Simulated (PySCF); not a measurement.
(ClMg-mu-Cl)2.
Geometry (PBE0-D3(BJ)/def2-SVP, Å), atoms numbered from 1 in this order:
```xyz
6
Mg2Cl4 angstrom
Mg     1.0870    0.5174   -1.1177
Cl     2.5498    1.2042   -2.5945
Cl    -1.1094   -0.3741   -1.2496
Mg    -1.0864   -0.5181    1.1178
Cl    -2.5508   -1.2021    2.5944
Cl     1.1098    0.3728    1.2497
```

The closed-shell ground state was solved at several levels (PySCF, density fitting, gas phase, non-relativistic). The dipole stays under 0.02 D at every level.

| level | basis functions | total energy (Eh) | HOMO (eV) | LUMO (eV) | gap (eV) |
| --- | --- | --- | --- | --- | --- |
| CAM-B3LYP/def2-SVPD | 150 | -2240.6924 | -10.18 | -1.19 | 8.99 |
| KT2/pcSseg-1 | 128 | -2258.7525 | -7.47 | -2.89 | 4.58 |

(1) Estimate the row for PBE0/pcSseg-1, a basis of 128 functions; the other rows only guide the guess.

(2) Over all these levels, which gives the widest orbital gap and which the narrowest?

Results:

(1) Total energy -2240.3831 Eh, HOMO -8.78 eV, LUMO -2.06 eV, gap 6.72 eV.

(2) CAM-B3LYP/def2-SVPD (range-separated hybrid) has the widest, 8.99 eV, and KT2/pcSseg-1 (GGA) the narrowest, 4.58 eV. Functional and basis both differ between the two, so the spread mixes both effects.

One conformer stands for the species.
